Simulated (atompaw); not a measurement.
# Reading a pseudo-wave (Ar)

Columns: radius, all-electron u(r) and pseudo u(r) of the 3p shell (level -10.23 eV) of argon in the configuration [Ne] 3s2 3p6; PBEsol, scalar-relativistic, PAW (atompaw) scheme, atompaw 4.2.0.5.

| r (bohr) | all-electron | pseudo |
| --- | --- | --- |
| 0.060 | -0.1156 | 0.0050 |
| 0.119 | -0.2727 | 0.0194 |
| 0.179 | -0.3684 | 0.0434 |
| 0.238 | -0.3867 | 0.0754 |
| 0.298 | -0.3427 | 0.1156 |
| 0.358 | -0.2558 | 0.1625 |
| 0.417 | -0.1458 | 0.2138 |
| 0.477 | -0.0226 | 0.2699 |
| 0.537 | 0.1023 | 0.3287 |
| 0.596 | 0.2203 | 0.3876 |
| 0.656 | 0.3313 | 0.4473 |
| 0.715 | 0.4295 | 0.5045 |
| 0.775 | 0.5171 | 0.5599 |
| 0.835 | 0.5922 | 0.6113 |
| 0.894 | 0.6541 | 0.6570 |
| 0.954 | 0.7052 | 0.6979 |
| 1.013 | 0.7446 | 0.7322 |
| 1.073 | 0.7749 | 0.7606 |
| 1.133 | 0.7962 | 0.7827 |
| 1.192 | 0.8096 | 0.7982 |
| 1.252 | 0.8163 | 0.8081 |
| 1.312 | 0.8172 | 0.8121 |
| 1.371 | 0.8132 | 0.8107 |
| 1.431 | 0.8050 | 0.8042 |
| 1.490 | 0.7935 | 0.7934 |
| 1.550 | 0.7790 | 0.7790 |

(1) How many radial nodes do the two functions have?

(2) Is the pseudo-wave norm-conserving?

Answers

(1) The all-electron 3p function has n − l − 1 = 1; the pseudo-wave has 0, since the states of the same l below it are removed with the core.

(2) No, it belongs to a PAW set: the norm inside the radius is not constrained, and the difference is carried by the augmentation charge.
